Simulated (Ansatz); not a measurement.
The cluster ScCl3. Total charge 0; singlet. Geometry r2SCAN-D4/def2-SVP; atoms count from 1.

```xyz
4

Sc    0.003    0.000   -0.003
Cl    1.822    1.152    0.710
Cl   -0.558   -1.960    0.992
Cl   -1.266    0.809   -1.700
```

The structure comes from a short search, and lower isomers may exist.

(1) Estimate the Mulliken populations from the PBE0/def2-TZVP orbitals of Ansatz.

(2) And the Mayer bond orders between heavy atoms (over 0.3)?

## Answers

(1) 
| atom | charge (e) | d electrons |
| --- | --- | --- |
| Sc1 | 1.16 | 1.25 |
| Cl2 | -0.39 | – |
| Cl3 | -0.39 | – |
| Cl4 | -0.39 | – |
Mulliken values depend strongly on the basis.

(2) Sc1–Cl2 1.08 (2.27 Å); Sc1–Cl3 1.08 (2.27 Å); Sc1–Cl4 1.08 (2.27 Å).
